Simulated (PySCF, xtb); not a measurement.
GaCl4, SMILES [Cl][Ga-]([Cl])([Cl])[Cl], charge -1.

xtb with GFN2-xTB at its own geometry gives an orbital gap of 6.26 eV.

The structure is a stationary point at B3LYP-D3(BJ)/def2-SVPD. The isomer is the one that the SMILES or the coordinates give; other isomers of the formula were not compared.

What does PBE/def2-SVPD (PySCF) give? (The exact figures need the calculation; the answer reports its results.)

gap 5.09 eV (levels -3.27 and 1.82 eV).
